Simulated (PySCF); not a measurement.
## Spinor energies of Ga+ (gallium, charge +1)

Start: [Ar] 3d10 4s2. Calculated with PySCF 2.14 in x2c-TZVPall-2c with one added diffuse shell each of s, p, d type (7s8p5d1f, 63 functions): generalised Hartree-Fock with the X2C-1e Hamiltonian and a Gaussian nucleus; one run each with spin-orbit coupling (SO) switched off, then screened by Boettger's factors.

```tsv
spinor shell	electrons	ε, spin-free (eV)	ε, screened SO (eV)	weight of nominal j (screened SO)	rms radius, screened SO (bohr)
1s1/2	2	-10449.8	-10449.6	1.000	0.0560
2s1/2	2	-1349.5	-1349.4	1.000	0.235
2p1/2	2	-1171.3	-1190.2	1.000	0.209
2p3/2	4	-1171.3	-1162.1	1.000	0.212
3s1/2	2	-187.29	-187.28	1.000	0.698
3p1/2	2	-131.30	-133.94	1.000	0.730
3p3/2	4	-131.30	-130.02	1.000	0.741
3d3/2	4	-39.921	-40.228	1.000	0.891
3d5/2	6	-39.921	-39.716	1.000	0.897
4s1/2	2	-19.030	-19.030	1.000	2.48
```

| quantity | spin-free | screened SO |
| --- | --- | --- |
| E (hartree) | -1941.93349 | -1941.99655 |
| M_J | 0 | 0 |
| ⟨J²⟩ | 0.000 | 0.000 |
| ⟨L²⟩ | 0.000 | 0.002 |
| ⟨S²⟩ | 0.000 | 0.002 |

Without spin-orbit coupling the j labels of p, d and f shells carry no meaning; the spin-free column gives the mean over the occupied spinors of each nl shell.
